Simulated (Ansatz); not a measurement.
Method: Ansatz (an electronic-structure program) with frozen-core CCSD(T)/def2-TZVPP // B3LYP-D3(BJ)/def2-TZVP.

Ansatz 0.2 input:
```yaml
crystal:
  periodic: [false, false, false]
  atoms:
    - { symbol: Sn, position_ang: [0.000017, -0.000018, 0.000004] }
    - { symbol: H, position_ang: [1.50152, -0.531387, 0.618199] }
    - { symbol: H, position_ang: [-1.073422, 0.303435, 1.294091] }
    - { symbol: H, position_ang: [-0.657703, -1.207287, -1.014358] }
    - { symbol: H, position_ang: [0.229588, 1.435258, -0.897935] }
basis:
  gaussian: { orbitals: def2-TZVPP }
correlation:
  method: ccsd_t
```

Output:

```
Functional definition: HF
758 factors; integrals over basis functions are off by at most 8.4e-4 eV
mean field evaluation 1: about -5867.4791 eV, gradient 9.6e0 eV
mean field evaluation 2: about -5867.4834 eV, gradient 9.6e0 eV
mean field evaluation 4: about -5867.9775 eV, gradient 1.3e0 eV
mean field evaluation 8: about -5867.9812 eV, gradient 1.8e-4 eV
mean field -5867.98119645 eV, -215.6443315091 hartree, gradient 1.6e-6 eV, S^2 0.000000; 0 other end points of the search recorded, 0 dependent functions left out
4 core orbitals not correlated
reference -5867.98119645 eV, -215.6443315091 hartree; 9, 9 occupied and 93, 93 virtual orbitals, 758 factors
second order -9.53938118 eV of doubles, -0.00000000 eV of singles
cycle   1  -9.67529915 eV  change   -1.4e-1 eV  update   7.7e-2
cycle   2  -9.99605679 eV  change   -3.2e-1 eV  update   2.4e-2
cycle   3  -10.02353705 eV  change   -2.7e-2 eV  update   9.2e-3
cycle   4  -10.01844861 eV  change    5.1e-3 eV  update   2.3e-3
cycle   5  -10.01829146 eV  change    1.6e-4 eV  update   5.9e-4
cycle   6  -10.01814225 eV  change    1.5e-4 eV  update   1.7e-4
cycle   7  -10.01811784 eV  change    2.4e-5 eV  update   3.6e-5
cycle   8  -10.01813022 eV  change   -1.2e-5 eV  update   9.1e-6
perturbative correction -0.23063337 eV, -0.0084756199 hartree
Total energy: -5878.22996004 eV, -216.0209666242 hartree
```

Cost: roughly 9 core-seconds.
